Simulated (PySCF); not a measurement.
Optical rotation: `N#[C][Ge@@H]([SiH3])[Si@@H](N)[SiH3]`, CH$_{10}$GeN$_{2}$Si$_{3}$

Geometry:
| atom | x (Å) | y (Å) | z (Å) |
| --- | --- | --- | --- |
| N1 | -0.792 | 0.062 | -3.059 |
| C2 | -0.931 | 0.232 | -1.931 |
| Ge3 | -1.069 | 0.409 | -0.024 |
| Si4 | -3.279 | -0.252 | 0.485 |
| Si5 | 1.072 | -0.351 | 0.684 |
| N6 | 1.203 | -1.856 | -0.161 |
| Si7 | 2.737 | 1.250 | 0.355 |
| H8 | -1.042 | 1.945 | 0.010 |
| H9 | -3.373 | -0.541 | 1.919 |
| H10 | -4.233 | 0.811 | 0.163 |
| H11 | -3.637 | -1.457 | -0.263 |
| H12 | 0.965 | -0.791 | 2.087 |
| H13 | 1.004 | -1.864 | -1.150 |
| H14 | 1.986 | -2.461 | 0.026 |
| H15 | 3.604 | 1.383 | 1.531 |
| H16 | 3.620 | 0.927 | -0.772 |
| H17 | 2.158 | 2.570 | 0.090 |

Level of theory: PySCF 2.14.0, TDDFT PBE0/def2-SVPD circular dichroism and optical rotation, one conformer, gas phase. Geometry: GFN2-xTB.

The molecule is flexible and this is one conformer; a measurement averages over conformers. The calculation is non-relativistic, which matters for the atoms heavier than Zn.

Stereocentres: Ge3 S, Si5 S.

What is the specific rotation at 633, 589.3, 546, 436, 405, 365, 355 nm?

[α] in deg dm⁻¹ (g/mL)⁻¹:
```tsv
λ (nm)	origin-invariant length gauge	modified velocity gauge	length gauge (centre of mass)	isotropic polarisability (au)
633	+67.0	+82.1	+66.2	152.9
589.3	+78.9	+96.7	+78.0	153.9
546	+94.2	+115.5	+93.1	155.2
436	+159.6	+197.3	+157.6	160.8
405	+187.9	+234.2	+185.4	163.6
365	+225.0	+288.1	+221.4	168.6
355	+230.3	+299.2	+226.3	170.2
```

And for the mirror image at 589.3 nm?

-78.9 deg dm⁻¹ (g/mL)⁻¹ (origin-invariant length gauge): the same size and the opposite sign.

What is the molar rotation [Φ] = [α]·M/100 of the geometry above at 589.3 nm?

With M = 206.99 g/mol, +163.3 deg cm² dmol⁻¹ (origin-invariant length gauge).

The first excitation lies at 4.88 eV (254 nm) with R = -41.6 × 10⁻⁴⁰ esu² cm² (velocity form).
